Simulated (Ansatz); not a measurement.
Input file for Ansatz (a first-principles code): U-PBE0/def2-TZVPP on P2 (SMILES P#P), 2S+1 = 1, a spin state set in the input, which need not be the lowest, at the other state's geometry.

Ansatz 0.2 input:
```yaml
crystal:
  periodic: [false, false, false]
  atoms:
    - {symbol: P, position_ang: [-0.00000000, -0.00000000, -1.03508914]}
    - {symbol: P, position_ang: [0.00000000, 0.00000000, 1.03508914]}
basis:
  gaussian:
    orbitals: def2-TZVPP
hamiltonian:
  xc: {name: PBE0}
magnetization: {spin_polarized: true, initial_magnetization: 0}
```

The head of its log:

```
WARN ansatz: RAYON_NUM_THREADS=2 ignored (pool sized by the plan → 2); use --threads N
Functional definition: PBE0
integrals: 0.02 GiB planned
600 factors; their error is unknown
mean field: 0.26 GiB planned
mean field evaluation 1: about -18569.3431 eV, gradient 9.0e0 eV
mean field evaluation 2: about -18569.4602 eV, gradient 8.5e0 eV
```

Question: Predict the final total energy.

Answer: -682.4281 hartree.
